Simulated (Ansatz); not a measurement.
Geometry optimisation, RKS PBE0/STO-3G (Ansatz).

Input file:

```yaml
crystal:
  periodic: [false, false, false]
  atoms:
    - { symbol: Si, position_ang: [0.0, 0.0, 0.0] }
    - { symbol: "N", position_ang: [0.0, 0.0, 1.82] }
    - { symbol: C, position_ang: [-1.2162, -0.3762, 2.555] }
    - { symbol: H, position_ang: [-1.8642, -0.9999, 1.9045] }
    - { symbol: H, position_ang: [-0.9378, -0.9533, 3.4614] }
    - { symbol: H, position_ang: [-1.7663, 0.5401, 2.8549] }
    - { symbol: C, position_ang: [1.2162, 0.3762, 2.555] }
    - { symbol: H, position_ang: [1.4641, -0.4163, 3.2916] }
    - { symbol: H, position_ang: [2.0585, 0.4943, 1.8418] }
    - { symbol: H, position_ang: [1.0457, 1.3351, 3.0874] }
    - { symbol: Cl, position_ang: [2.0086, 0.0, -0.7093] }
    - { symbol: Cl, position_ang: [-1.0032, 1.7381, -0.7093] }
    - { symbol: Cl, position_ang: [-1.0032, -1.7381, -0.7093] }
basis:
  gaussian: { orbitals: STO-3G }
hamiltonian:
  xc: pbe0
relax:
  f_tol: 0.02
  max_steps: 40
output:
  orbitals: {}
```

Run as:

```bash
$ ansatz run input.yaml --threads 1 --pin off --max-ram 2048MiB --backend cpu --events-out ev --progress --plain --runs-dir out
```

Q: Where does it end, and by what steps?

A: The forces met the threshold. Limits of this set-up: minimal basis. After 8 steps the energy has fallen by 0.357 eV; H10 moved furthest, 0.34 Å.

```json
{"step": "0", "energy less start (eV)": "0.0000", "largest force component (eV/Å)": "3.931", "accepted": "yes"}
{"step": "1", "energy less start (eV)": "-0.2862", "largest force component (eV/Å)": "1.418", "accepted": "yes"}
{"step": "2", "energy less start (eV)": "-0.3340", "largest force component (eV/Å)": "0.254", "accepted": "yes"}
{"step": "3", "energy less start (eV)": "-0.3381", "largest force component (eV/Å)": "0.369", "accepted": "yes"}
{"step": "4", "energy less start (eV)": "-0.3527", "largest force component (eV/Å)": "0.138", "accepted": "yes"}
{"step": "5", "energy less start (eV)": "-0.3560", "largest force component (eV/Å)": "0.029", "accepted": "yes"}
{"step": "6", "energy less start (eV)": "-0.3567", "largest force component (eV/Å)": "0.049", "accepted": "yes"}
{"step": "7", "energy less start (eV)": "-0.3570", "largest force component (eV/Å)": "0.038", "accepted": "yes"}
{"step": "8", "energy less start (eV)": "-0.3572", "largest force component (eV/Å)": "0.004", "accepted": "yes"}
```

```xyz
13
Properties=species:S:1:pos:R:3
Si 0.009 -0.019 0.059
N 0.104 -0.253 1.755
C -1.140 -0.492 2.528
H -1.839 -1.093 1.927
H -0.891 -1.055 3.443
H -1.642 0.448 2.827
C 1.158 0.446 2.532
H 1.374 -0.132 3.445
H 2.079 0.510 1.932
H 0.856 1.468 2.833
Cl 1.938 -0.168 -0.732
Cl -0.767 1.837 -0.569
Cl -1.239 -1.495 -0.737
```

Time of the run: 28 s on 1 thread of Intel(R) Xeon(R) Platinum 8488C (Sapphire Rapids) (shared host), peak memory 0.19 GiB.
